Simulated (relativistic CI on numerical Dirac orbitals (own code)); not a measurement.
## Cu²⁺ in a cubic cluster: 1s photoemission with charge transfer

Computed with a charge-transfer multiplet model of a cubic metal-ligand cluster with up to one ligand hole, Slater and spin-orbit integrals from Dirac-Coulomb-Breit ions, Slater integrals scaled by 0.7. The ground state mixes d9 with configurations of k ligand holes L, whose averages lie at kΔ + k(k − 1)U_dd/2; a core hole lowers each added d electron by U_cd. 20 K, Lorentzian 1.1 eV and Gaussian 0.6 eV FWHM.

Atomic integrals in eV (Slater integrals scaled, ζ unscaled), ground: F2dd 9.683, F4dd 6.042, zeta_d 0.099; with the core hole: F2dd 9.683, F4dd 6.042, zeta_d 0.136, G2cd 0.061.

Cluster parameters (eV): Δ = 0.3, U_dd = 7.8, 10Dq = 0.25, 10Dq(ligand) = 1, V(eg) = 2.65, V(t2g) = -1.33, final-state hopping factor = 0.8.

| Case | n_d | d9 | d10L | S |
| --- | --- | --- | --- | --- |
| U_cd = 7.6 eV | 9.51 | 0.49 | 0.51 | 0.50 |
| U_cd = 8.8 eV | 9.51 | 0.49 | 0.51 | 0.50 |
| U_cd = 9.4 eV | 9.51 | 0.49 | 0.51 | 0.50 |
| U_cd = 10 eV | 9.51 | 0.49 | 0.51 | 0.50 |
| U_cd = 10.6 eV | 9.51 | 0.49 | 0.51 | 0.50 |

Weights, n_d and S are thermal averages at 20 K. Binding energies count from the first peak over 30 % of the highest in each spectrum, which can be another peak from case to case. The parameters are a model scan and need not match a compound or its usual spin state. Peaks in eV (height, largest 100):
- U_cd = 7.6 eV: 0.0 (100), 8.8 (32)
- U_cd = 8.8 eV: 0.0 (100), 9.9 (36)
- U_cd = 9.4 eV: 0.0 (100), 10.4 (39)
- U_cd = 10 eV: 0.0 (100), 11.0 (40)
- U_cd = 10.6 eV: 0.0 (100), 11.5 (42)

Curve for U_cd = 8.8 eV (points under 2 left out, the grid thinned):

E (eV), Intensity and a bar:
```
     -3.4        3.1 
     -3.1        3.6 #
     -2.7        4.8 #
     -2.4        6.0 #
     -2.1        7.7 ##
     -1.8       10.3 ###
     -1.4       16.4 #####
     -1.1       24.9 #######
     -0.8       40.1 ############
     -0.5       64.9 ####################
     -0.1       97.4 ##############################
      0.2       94.7 #############################
      0.5       69.3 #####################
      0.9       36.8 ###########
      1.2       23.1 #######
      1.5       15.4 ####
      1.8       10.9 ###
      2.2        7.5 ##
      2.5        5.9 #
      2.8        4.8 #
      3.1        4.0 #
      3.5        3.2 
      3.8        2.8 
      4.1        2.5 
      4.5        2.2 
      4.8        2.0 
      6.7        2.1 
      7.0        2.3 
      7.4        2.7 
      7.7        3.3 
      8.0        4.2 #
      8.3        5.5 #
      8.7        9.0 ##
      9.0       14.1 ####
      9.3       22.3 ######
      9.7       34.2 ##########
     10.0       36.0 ###########
     10.3       29.2 #########
     10.6       19.6 ######
     11.0       10.5 ###
     11.3        6.9 ##
     11.6        4.8 #
     11.9        3.6 
     12.3        2.5 
     12.6        2.1
```

For the case U_cd = 9.4 eV, Δ = 0.3 eV is smaller than U_dd = 7.8 eV, the charge-transfer side of the Zaanen-Sawatzky-Allen scheme. With the core hole the configuration with one ligand hole lies at Δ − U_cd = -7.3, -8.5, -9.1, -9.7, -10.3 eV from the one without, in the order of the table; where this is negative the screened configuration lies lower.
